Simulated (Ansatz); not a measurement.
The cluster Al6Ga, 7 atoms. Hardware: 4 threads of Arm Neoverse V1 on a shared host.

Correlated methods freeze 39 core orbitals; core or outer-core shells of Ga are correlated, in sets that lack core-valence functions.

(1) How many basis functions does each of these Ansatz runs have, and roughly what does it cost? PBE-D4/def2-SVP, charge 0 doublet, energy, from earlier orbitals; PBE0-D4/def2-TZVP, charge 0 doublet, energy and forces, from earlier orbitals; PBE-D4/def2-TZVP, charge 1 triplet at the geometry of the charge 0 doublet, energy, from earlier orbitals; PBE-D4/def2-TZVPD, charge 0 doublet, energy, from earlier orbitals; PBE0-D4/def2-SVP, charge 0 doublet, energy, from earlier orbitals; RPA@PBE/def2-TZVP, charge 0 doublet, energy, from earlier orbitals; PBE0-D4/def2-TZVP, charge 1 triplet at the geometry of the charge 0 doublet, energy; HF/STO-3G, charge 0 doublet, energy; HF/def2-TZVPD, charge 0 doublet, energy, from earlier orbitals; PBE-D4/def2-TZVPD, charge -1 singlet at the geometry of the charge 0 doublet, energy, from earlier orbitals; PBE0-D4/def2-TZVPD, charge -1 singlet at the geometry of the charge 0 doublet, energy; PBE-D4/def2-TZVP, charge 1 singlet at the geometry of the charge 0 doublet, energy, from earlier orbitals.

Results:

(1) Other jobs shared the machine, so times can vary by a factor of up to 3. A dash marks memory too small to be measured apart from the calling script's.

```csv
run,functions,fitting or Cholesky vectors,wall time,peak host memory (GiB)
"HF/STO-3G, charge 0 doublet, energy",72,743,4.8 s,–
"PBE-D4/def2-SVP, charge 0 doublet, energy, from earlier orbitals",140,1513,6 s,–
"PBE-D4/def2-TZVP, charge 1 singlet at the geometry of the charge 0 doublet, energy, from earlier orbitals",270,1922,6.5 s,0.57
"PBE0-D4/def2-SVP, charge 0 doublet, energy, from earlier orbitals",140,1267,9.5 s,0.55
"PBE-D4/def2-TZVPD, charge -1 singlet at the geometry of the charge 0 doublet, energy, from earlier orbitals",312,1960,11 s,0.81
"RPA@PBE/def2-TZVP, charge 0 doublet, energy, from earlier orbitals",270,1708,22 s,1
"PBE0-D4/def2-TZVPD, charge -1 singlet at the geometry of the charge 0 doublet, energy",312,2188,22 s,1.6
"PBE-D4/def2-TZVPD, charge 0 doublet, energy, from earlier orbitals",312,1960,23 s,0.94
"PBE-D4/def2-TZVP, charge 1 triplet at the geometry of the charge 0 doublet, energy, from earlier orbitals",270,1922,37 s,1.3
"PBE0-D4/def2-TZVP, charge 0 doublet, energy and forces, from earlier orbitals",270,2087,50 s,1.5
"HF/def2-TZVPD, charge 0 doublet, energy, from earlier orbitals",312,1970,51 s,1.8
"PBE0-D4/def2-TZVP, charge 1 triplet at the geometry of the charge 0 doublet, energy",270,2087,3 min,1.7
```
